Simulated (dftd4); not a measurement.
C₂H₄N₃ (SMILES c1n[nH]c[nH+]1), charge +1, singlet, geometry from GFN2-xTB; D4 for pbe0 (dftd4).

Input for dftd4:
```
$ dftd4 mol.xyz --func pbe0 --charge 1 --json dftd4.json --noedisp --grad

# file mol.xyz
9

C     -0.72438958    -0.87288884    -0.09129060
N      0.55762667    -1.03705194    -0.15259445
N      1.09045631     0.16973986    -0.01179850
C      0.15167649     1.09037013     0.13747465
N     -1.01674140     0.44847481     0.09012567
H     -1.44403652    -1.66418423    -0.17208821
H      2.10037297     0.28380633    -0.02835101
H      0.29970022     2.14638776     0.27058309
H     -1.93914925     0.86096327     0.17262278
```

Output, abridged:

```
                    ____  _____ _____     ____  _  _
      -------------|  _ \|  ___|_   _|---|  _ \| || |------------
     |             | | | | |_    | | ___ | | | | || |_           |
     |             | |_| |  _|   | ||___|| |_| |__   _|          |
     |             |____/|_|     |_|     |____/   |_|            |
     |             ===================================           |
     |            E. Caldeweyher, S. Ehlert & S. Grimme          |
     |          Mulliken Center for Theoretical Chemistry        |
     |                    University of Bonn                     |
      -----------------------------------------------------------

Rational (Becke-Johnson) damping: pbe0-D4-ATM
---------------------
  s6         1.0000
  s8         1.2007
  s9         1.0000
  a1         0.4009
  a2         5.0293
 alp        16.0000
--------------------

Dispersion energy:      -4.4818122242609E-03 Eh

Gradient norm:           1.3184433479968E-04 Eh/a0
--------------------------------------------------
     #    Z           dE/dx      dE/dy      dE/dz
--------------------------------------------------
     1    6 C     2.661E-05  2.387E-05  2.284E-06
     2    7 N    -3.267E-07  1.504E-05  1.972E-06
     3    7 N    -1.314E-05 -2.828E-05 -3.279E-06
     4    6 C     2.681E-06 -4.077E-05 -5.401E-06
     5    7 N     1.566E-05 -1.919E-05 -2.990E-06
     6    1 H    -2.697E-05 -3.698E-05 -3.984E-06
     7    1 H     5.325E-05  9.127E-06 -4.669E-07
     8    1 H     7.363E-06  4.827E-05  6.066E-06
     9    1 H    -6.514E-05  2.893E-05  5.799E-06
--------------------------------------------------

Virial:
--------------------------------------------------
      component           x          y          z
--------------------------------------------------
          x       4.346E-04  8.578E-06 -1.241E-05
          y       8.578E-06  1.859E-04  2.397E-05
          z      -1.241E-05  2.397E-05  3.512E-06
--------------------------------------------------

[Info] Dispersion results written to 'dftd4.txt'
[Info] JSON dump of results written to 'dftd4.json'
```
